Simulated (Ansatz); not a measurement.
All numbers were calculated with Ansatz.

Basis-set series for `C[O][Ti]12345678([F])([C@H]9[C@@H]1[C@@H]2[C@@H]3[C@H]94)[C@H]1[C@@H]5[C@@H]6[C@@H]7[C@H]18`. Total charge 0; spin multiplicity 1. The geometry is a stationary point of PBE0-D4/def2-TZVP. It is one conformer, not always the lowest.

```
functional       basis  functions  energy (Eh)  HOMO (eV)  LUMO (eV)
   PBE0-D4  def2-TZVPP        649  -1451.03508      -6.36      -1.43
   PBE0-D4  def2-QZVPP       1224  -1451.08196      -6.38      -1.45
   ωB97M-V  def2-TZVPP        649  -1451.61592      -8.41       0.71
   ωB97M-V  def2-QZVPP       1224  -1451.65970      -8.42       0.57
```

**Question.** Give the rows for def2-SVP. (Estimate.)

**Answer.** The calculation gave: 
```json
{"functional": "PBE0-D4", "basis": "def2-SVP", "functions": "278", "energy (Eh)": "-1450.25684", "HOMO (eV)": "-6.35", "LUMO (eV)": "-1.45"}
{"functional": "ωB97M-V", "basis": "def2-SVP", "functions": "278", "energy (Eh)": "-1450.81142", "HOMO (eV)": "-8.39", "LUMO (eV)": "0.73"}
```

Positive LUMOs are unbound and depend on the basis. Scalar relativity is left out up to krypton.
